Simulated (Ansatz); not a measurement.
C24H20Ge⁻, that is tetraphenylgermane with one electron more. The state is a doublet with charge -1. Geometry PBE-D4/def2-SVP, that of the neutral singlet; atoms count from 1.

Cartesian coordinates in Å:
```
C 1.185 -3.640 -2.880
C 1.245 -2.319 -3.354
C 0.914 -1.252 -2.503
C 0.518 -1.490 -1.169
Ge 0.000 0.000 -0.001
C -1.872 0.485 -0.335
C -2.623 1.171 0.644
C -3.950 1.556 0.391
C -4.544 1.257 -0.845
C -3.810 0.570 -1.826
C -2.484 0.186 -1.571
C 1.161 1.537 -0.376
C 2.529 1.350 -0.668
C 3.371 2.450 -0.895
C 2.854 3.754 -0.835
C 1.494 3.954 -0.550
C 0.654 2.852 -0.324
C 0.194 -0.533 1.879
C -0.822 -1.269 2.525
C -0.668 -1.687 3.857
C 0.505 -1.370 4.561
C 1.521 -0.635 3.931
C 1.365 -0.218 2.599
C 0.466 -2.821 -0.705
C 0.796 -3.889 -1.554
H 1.446 -4.477 -3.545
H 1.555 -2.119 -4.391
H 0.977 -0.219 -2.882
H -2.170 1.401 1.622
H -4.524 2.090 1.164
H -5.585 1.556 -1.043
H -4.275 0.329 -2.794
H -1.919 -0.361 -2.343
H 2.943 0.330 -0.729
H 4.437 2.289 -1.124
H 3.514 4.618 -1.015
H 1.084 4.975 -0.507
H -0.414 3.020 -0.109
H -1.752 -1.513 1.986
H -1.470 -2.259 4.350
H 0.626 -1.695 5.606
H 2.440 -0.380 4.481
H 2.164 0.367 2.116
H 0.171 -3.026 0.337
H 0.752 -4.923 -1.177
```

Single mean-field runs in def2-TZVP are fitted with def2-universal-jkfit. The highest occupied level of the charge -1 doublet lies above zero (up to 1.39 eV). Energy differences disagree on whether the electron is bound (positive means bound): -0.26 eV (vertical, against the charge 0 singlet, at PBE0-D4/def2-TZVP), but 0.11 eV at PBE-D4/def2-TZVP.

(1) Estimate the Mulliken populations of the heavy atoms from the PBE0/def2-TZVP orbitals of Ansatz.

(2) Where does the spin sit?

(3) And the Mayer bond orders between heavy atoms (over 0.3)?

Answers

(1) 
| atom | charge (e) | spin (α − β) |
| --- | --- | --- |
| C1 | -0.12 | 0.05 |
| C2 | -0.12 | -0.02 |
| C3 | -0.25 | 0.13 |
| C4 | 0.01 | 0.03 |
| Ge5 | 0.38 | 0.08 |
| C6 | 0.01 | 0.03 |
| C7 | -0.25 | 0.13 |
| C8 | -0.12 | -0.02 |
| C9 | -0.12 | 0.05 |
| C10 | -0.17 | 0.09 |
| C11 | -0.18 | -0.03 |
| C12 | 0.01 | 0.03 |
| C13 | -0.25 | 0.13 |
| C14 | -0.12 | -0.02 |
| C15 | -0.12 | 0.05 |
| C16 | -0.17 | 0.09 |
| C17 | -0.18 | -0.03 |
| C18 | 0.01 | 0.03 |
| C19 | -0.25 | 0.13 |
| C20 | -0.12 | -0.02 |
| C21 | -0.12 | 0.05 |
| C22 | -0.17 | 0.09 |
| C23 | -0.17 | -0.03 |
| C24 | -0.18 | -0.03 |
| C25 | -0.17 | 0.09 |
Mulliken values depend strongly on the basis.

(2) Summed by element: C 1.00, Ge 0.08, H -0.08, of 1 unpaired in all. Largest on single atoms: C7 0.13, C3 0.13, C13 0.13.

(3) C1–C2 1.44 (1.40 Å); C1–C25 1.33 (1.40 Å); C2–C3 1.38 (1.40 Å); C3–C4 1.29 (1.41 Å); C4–Ge5 0.93 (1.96 Å); C4–C24 1.42 (1.41 Å); Ge5–C6 0.93 (1.96 Å); Ge5–C12 0.93 (1.96 Å); Ge5–C18 0.93 (1.96 Å); C6–C7 1.29 (1.41 Å); C6–C11 1.42 (1.41 Å); C7–C8 1.38 (1.40 Å); C8–C9 1.44 (1.40 Å); C9–C10 1.33 (1.40 Å); C10–C11 1.43 (1.40 Å); C12–C13 1.29 (1.41 Å); C12–C17 1.42 (1.41 Å); C13–C14 1.38 (1.40 Å); C14–C15 1.44 (1.40 Å); C15–C16 1.33 (1.40 Å); C16–C17 1.43 (1.40 Å); C18–C19 1.29 (1.41 Å); C18–C23 1.42 (1.41 Å); C19–C20 1.38 (1.40 Å); C20–C21 1.44 (1.40 Å); C21–C22 1.33 (1.40 Å); C22–C23 1.43 (1.40 Å); C24–C25 1.43 (1.40 Å).
